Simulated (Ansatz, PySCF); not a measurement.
I₆Y₂, SMILES [I][Y]12([I][Y]1([I])([I]2)[I])[I] (connectivity only; charge and spin as stated), neutral, multiplicity 1.

Geometry optimised at B3LYP-D3(BJ)/def2-SVP. The spin state was assumed, not searched. The def2 effective core potentials stand for the cores of I, Y; spin–orbit coupling is left out.

Vertical ionisation energy (IE) and electron affinity (EA) in eV. Rows of orbital energies are one-electron estimates. Where ΔSCF, EOM or ADC give a negative EA the extra electron is unbound and the value depends on the basis.

```csv
level,IE,EA
"−ε(HOMO), −ε(LUMO), CAM-B3LYP/def2-SVP (PySCF)",8.95,2.36
"−ε(HOMO), −ε(LUMO), PBE/def2-SVP (PySCF)",6.69,3.96
"ΔSCF, PBE/def2-SVPD (Ansatz), final states of multiplicity 2 and 2",8.38,2.22
```

Question: What vertical singlet–triplet gap does ΔSCF give with PBE/def2-SVPD (Ansatz, a program for electronic structure)? (The exact figures need the calculation; the answer reports its results.)

Answer: 2.97 eV (triplet above singlet where positive).
